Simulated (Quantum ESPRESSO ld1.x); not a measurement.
Task: The mean radii <r> (bohr) of the occupied orbitals of an atom or ion are listed with their occupations. All-electron calculation, Dirac Kohn-Sham, PBE, spin-unpolarised, spherical densities, point nucleus. Program: ld1.x of Quantum ESPRESSO 7.5.

| orbital | occ. | <r> |
|---|---|---|
| 1s1/2 | 2 | 0.01686 |
| 2s1/2 | 2 | 0.07044 |
| 2p1/2 | 2 | 0.05798 |
| 2p3/2 | 4 | 0.06653 |
| 3s1/2 | 2 | 0.1832 |
| 3p1/2 | 2 | 0.1735 |
| 3p3/2 | 4 | 0.1892 |
| 3d3/2 | 4 | 0.1648 |
| 3d5/2 | 6 | 0.1696 |
| 4s1/2 | 2 | 0.4067 |
| 4p1/2 | 2 | 0.4092 |
| 4p3/2 | 4 | 0.4431 |
| 4d3/2 | 4 | 0.4514 |
| 4d5/2 | 6 | 0.4625 |
| 5s1/2 | 2 | 0.9049 |
| 4f5/2 | 6 | 0.4910 |
| 4f7/2 | 8 | 0.4976 |
| 5p1/2 | 2 | 0.9630 |
| 5p3/2 | 4 | 1.039 |
| 5d3/2 | 3 | 1.222 |

Name the element and its charge. Open shells, if any, fill j = l - 1/2 first.

Result: Z = 79, gold, charge +8: Au8+ in [Xe] 4f14 5d3. The 1s radius gives Z: for a bare nucleus <r> = (2 gamma + 1)/(2Z) with gamma = sqrt(1 - (Z/c)^2), 0.01667 bohr for Z = 79, and screening makes it slightly larger (0.01686 here). The occupations add up to 71, and the charge is Z minus that.
